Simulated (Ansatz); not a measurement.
Stepwise reaction of `[Cl][Ti]([Cl])([Cl])[SeH]` with hydrogen fluoride, as a gas-phase model of exchange steps in deposition or etching. ΔE in kJ/mol; ΔG adds harmonic PBE0-D4 terms to CCSD(T)/CBS, at 1 bar.

Program: Ansatz. Geometries: PBE0-D4/def2-TZVP. ΔE: electronic, gas phase. CCSD(T)/CBS is the MP2 limit (def2-TZVPP, def2-QZVPP) plus CCSD(T) − MP2 in def2-TZVPP, frozen cores. This one scheme is used for every species. DFT in def2-TZVPP. B3LYP here is the variant with VWN-RPA as its local correlation; programs differ in this. For Se, Ti outer-core shells are correlated without core-valence functions, which leaves a few kJ/mol of doubt a bond. Scalar relativity is left out up to krypton. Each species was taken in one conformer, which may not be the lowest.

| step | reaction | PBE-D4 | B3LYP-D4 | ωB97M-V | CCSD(T)/CBS | ΔG(500 K) |
| --- | --- | --- | --- | --- | --- | --- |
| 2 | `[F][Ti]([Cl])([Cl])[SeH]` + H–F → `[F][Ti]([F])([Cl])[SeH]` + HCl | -19.5 | -19.3 | -23.7 | -6.8 | -13.3 |
| 3 | `[F][Ti]([F])([Cl])[SeH]` + H–F → `[F][Ti]([F])([F])[SeH]` + HCl | -19.2 | -19.3 | -23.6 | -8.3 | -15.8 |

(1) Give the row of step 1, `[Cl][Ti]([Cl])([Cl])[SeH]` + H–F → `[F][Ti]([Cl])([Cl])[SeH]` + HCl. (Estimate.)

(2) By hand: ΔE of the 3 steps together at CCSD(T)/CBS.

## Answers

(1) The calculation gave: 
| step | reaction | PBE-D4 | B3LYP-D4 | ωB97M-V | CCSD(T)/CBS | ΔG(500 K) |
| --- | --- | --- | --- | --- | --- | --- |
| 1 | `[Cl][Ti]([Cl])([Cl])[SeH]` + H–F → `[F][Ti]([Cl])([Cl])[SeH]` + HCl | -21.0 | -20.4 | -25.2 | -6.8 | -12.0 |

(2) (-6.8) + (-6.8) + (-8.3) = -21.9 kJ/mol, or -7.3 kJ/mol a step.

In ΔE the steps differ by no more than 1.5 kJ/mol. All are downhill at CCSD(T)/CBS. ΔG lies between -15.8 and -12.0 kJ/mol a step. PBE-D4 differs from CCSD(T)/CBS by -14.2 to -10.9 kJ/mol a step. Only this route is followed, and other bonds may react first. Isolated molecules leave out the surface, adducts and barriers. Largest T1 diagnostic: 0.025.
